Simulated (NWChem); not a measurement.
**Atomisation of CH$_{3}$BF$_{2}$S**

SMILES: S(C)B(F)F
```xyz
8

B     -0.8022    -0.2144     0.0000
F     -2.0398     0.2426     0.0000
F     -0.6191    -1.5241     0.0000
S      0.5716     0.9401     0.0000
C      1.9883    -0.1998     0.0000
H      1.9870    -0.8308     0.8979
H      2.8914     0.4238     0.0000
H      1.9870    -0.8308    -0.8979
```
Charge 0, spin multiplicity 1.

Everything below was run with NWChem. The geometry was optimised at PBE0/def2-SVP, a minimum by its harmonic frequencies. It is one conformer; others weren't searched.

Basis set: def2-TZVP. The atomisation energy is electronic alone: no zero-point, thermal, spin-orbit or counterpoise terms. No value is extrapolated to the basis-set limit. Free atoms are single determinants with multiplicities B 2, F 2, S 3, C 3, H 2.

B3LYP has NWChem's definition, with VWN1-RPA local correlation. The structure started from a generated list of species. No SCF solution was tested for a lower state.

Task: For the atomisation energy, PBE0 gives 785.5 kcal/mol and LDA (SVWN5) gives 907.2 kcal/mol. What do B3LYP, PBE, BP86 give?

Result: B3LYP: 777.2 kcal/mol; PBE: 802.6 kcal/mol; BP86: 802.7 kcal/mol.
